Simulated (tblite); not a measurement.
Level: GFN2-xTB in tblite, geometry and Hessian alike; calculated harmonic values, unscaled, isolated species. Against measured fundamentals such values can be off by several per cent, at times by over 20. Modes of hydrogen on aluminium and silicon can be 10 to 20 % off. One conformer each. Thermal functions are those of the rigid rotor and harmonic oscillator, without mixing of conformers.

**Question.** Order these by their ideal-gas entropy at 200 K and 1 bar, highest first (J/(mol K)).
A. `C[C@H](F)[SiH2]N`
B. `CC[Si@H](N)F`
C. `CC1(C)[C@@H]2CCC(=O)[C@H]1C2`
D. `C1C([N@H+]([AlH3-])C)CC1`
E. `FC1=NC=PC=C1`
F. `C#CP(C)C(C)=O`
G. `C#C[P@@](C)(=O)C=C`

**Answer.** D (359.9), F (354.8), G (339.2), C (333.8), B (317.8), A (312.6), E (290.7).

```json
{"SMILES": "C[N@@H+]([AlH3-])C1CCC1", "atoms": "21", "mass (u)": "115.09", "symmetry number": "1", "modes under 300 cm⁻¹": "8", "ZPE (kJ/mol)": "456.8", "S translation (J/(mol K))": "159.7", "S rotation": "114.2", "S vibration": "86.0", "S": "359.9", "Cp": "116.5"}
{"SMILES": "C#CP(C)C(C)=O", "atoms": "14", "mass (u)": "114.02", "symmetry number": "1", "modes under 300 cm⁻¹": "7", "ZPE (kJ/mol)": "266.1", "S translation (J/(mol K))": "159.6", "S rotation": "112.8", "S vibration": "82.4", "S": "354.8", "Cp": "114.4"}
{"SMILES": "C#C[P@@](C)(=O)C=C", "atoms": "14", "mass (u)": "114.02", "symmetry number": "1", "modes under 300 cm⁻¹": "7", "ZPE (kJ/mol)": "266.0", "S translation (J/(mol K))": "159.6", "S rotation": "112.6", "S vibration": "67.0", "S": "339.2", "Cp": "111.1"}
{"SMILES": "CC1(C)[C@@H]2CCC(=O)[C@H]1C2", "atoms": "24", "mass (u)": "138.10", "symmetry number": "1", "modes under 300 cm⁻¹": "6", "ZPE (kJ/mol)": "551.9", "S translation (J/(mol K))": "162.0", "S rotation": "116.5", "S vibration": "55.2", "S": "333.8", "Cp": "113.9"}
{"SMILES": "CC[Si@H](N)F", "atoms": "13", "mass (u)": "93.04", "symmetry number": "1", "modes under 300 cm⁻¹": "6", "ZPE (kJ/mol)": "266.7", "S translation (J/(mol K))": "157.1", "S rotation": "106.8", "S vibration": "53.9", "S": "317.8", "Cp": "93.8"}
{"SMILES": "C[C@H](F)[SiH2]N", "atoms": "13", "mass (u)": "93.04", "symmetry number": "1", "modes under 300 cm⁻¹": "5", "ZPE (kJ/mol)": "258.2", "S translation (J/(mol K))": "157.1", "S rotation": "106.5", "S vibration": "49.0", "S": "312.6", "Cp": "93.3"}
{"SMILES": "Fc1ccpcn1", "atoms": "10", "mass (u)": "115.00", "symmetry number": "1", "modes under 300 cm⁻¹": "1", "ZPE (kJ/mol)": "162.1", "S translation (J/(mol K))": "159.7", "S rotation": "110.4", "S vibration": "20.5", "S": "290.7", "Cp": "70.5"}
```

Entropies and Cp are for 200 K and 1 bar.
